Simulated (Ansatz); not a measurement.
Consider the ligand exchange at a Mg–N bond: `[SiH3][O][Mg][N]([SiH3])[SiH3]` + H–F → `[F][Mg][O][SiH3]` + `[SiH3]N[SiH3]`.

Isolated molecules relaxed with PBE0-D4/def2-TZVP in Ansatz; ΔE leaves out vibrations. CBS: MP2 limit from def2 TZ/QZ plus the TZ coupled-cluster correction, frozen cores. This one scheme is used for every species. Functionals use def2-TZVPP. HSE06 is defined as in plane-wave codes. For Mg outer-core shells are correlated without core-valence functions, which leaves a few kJ/mol of doubt a bond. Each species was taken in one conformer, which may not be the lowest.

(1) Is it downhill or uphill in electronic energy at CCSD(T)/CBS, and by how much? (Estimate.)

(2) What do these levels give: LDA (SPW92), revPBE-D4, r2SCANh-D4, r2SCAN0-D4, HSE06-D4, BLYP, BHLYP, MP2/def2-SVP, CCSD/def2-SVP, CCSD(T)/def2-SVP, MP2/def2-QZVPP, HF/CBS(def2)? (An estimate is asked.)

Largest T1 diagnostic among the species: 0.012.

Answers

(1) The calculation gave: Downhill: ΔE = -72.5 kJ/mol.

(2) Computed: LDA (SPW92) -80.1, revPBE-D4 -79.9, r2SCANh-D4 -83.4, r2SCAN0-D4 -82.3, HSE06-D4 -78.8, BLYP -101.9, BHLYP -96.8, MP2/def2-SVP -97.1, CCSD/def2-SVP -97.8, CCSD(T)/def2-SVP -94.4, MP2/def2-QZVPP -75.3, HF/CBS(def2) -100.1 kJ/mol.

Leaving LDA and LC-ωPBE aside and taking each functional with its dispersion term where it has one, the values, not all of them listed here, spread over 14.4 kJ/mol, from CAM-B3LYP-D4 to HSE06-D4. LDA lies +8.1 kJ/mol from PBE without D4. From BLYP to BHLYP (50 % exact exchange), in def2-TZVPP and without D4, ΔE moves by +5.0 kJ/mol.
